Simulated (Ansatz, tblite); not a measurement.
Removing and adding an electron: SiH(vinyl)3 (C6H10Si). Charge 0, multiplicity 1. Geometry: B3LYP-D4/def2-SVP. Ansatz, gas phase; energy differences of separate SCF runs; the oxidised species was run as a doublet alone; the reduced species was run as a doublet alone.

```xyz
17

Si   -0.0869   -0.0365   -0.0060
H    -1.4499   -0.6367   -0.1194
C     1.0806   -1.3025    0.7404
C     0.7168   -2.5466    1.0805
H     2.1272   -1.0109    0.9103
H    -0.3090   -2.9074    0.9401
H     1.4215   -3.2660    1.5142
C    -0.1729    1.4798    1.0967
C    -1.2947    1.9125    1.6885
H     0.7504    2.0512    1.2709
H    -2.2524    1.3941    1.5606
H    -1.3146    2.8026    2.3284
C     0.5123    0.4527   -1.7161
C    -0.2041    0.2857   -2.8362
H     1.5109    0.9038   -1.8099
H    -1.2070   -0.1573   -2.8200
H     0.1719    0.5817   -3.8227
```

The xTB rows come from tblite. Correlated methods freeze 11 core orbitals. The rows differ in basis, and correlated rows in double-zeta sets carry the largest basis error. In CCSD on the charge 1 doublet the largest single amplitude is 0.21, so its Hartree–Fock determinant may place the open shell otherwise than the density functionals do. HOMO above LUMO, or a gap near zero within one spin, warns that the state may not be the lowest or that an electron is smeared out.

```
              level  −HOMO (eV)  vertical IE (eV)  −LUMO (eV)  vertical EA (eV)  HOMO–LUMO gap (eV)  IE − EA (eV)                                     remarks
           GFN1-xTB       11.64             13.97        7.49              5.06                4.15          8.91                                           –
           GFN2-xTB       10.48             12.91        6.38              3.86                4.10          9.05                                           –
   PBE-D4/def2-TZVP        6.52              8.94        1.61                 –                4.91             –  gap within one spin near zero (+1 doublet)
  PBE0-D4/def2-TZVP        7.59              9.26        0.62                 –                6.97             –                                           –
 PBE-QIDH/def2-TZVP           –              9.83           –                 –                   –             –                                           –
PBE-QIDH/def2-TZVPD           –                 –           –             -1.11                   –             –                                           –
       MP2/def2-SVP           –              9.98           –                 –                   –             –           restricted SCF unstable (singlet)
      CCSD/def2-SVP           –              9.71           –                 –                   –             –           restricted SCF unstable (singlet)
   CCSD(T)/def2-SVP           –              9.76           –                 –                   –             –           restricted SCF unstable (singlet)
```

Run but left out: HF/def2-SVP (singlet: restricted singlet, unstable towards broken spin symmetry); PBE-D4/def2-TZVPD (charge -1 doublet: an occupied level 0.18 eV above an empty one).   Raw xTB energy differences between charge states are shifted by several eV; the methods need an empirical correction for them. A negative affinity means that the extra electron isn't bound; its size then hangs on the basis.
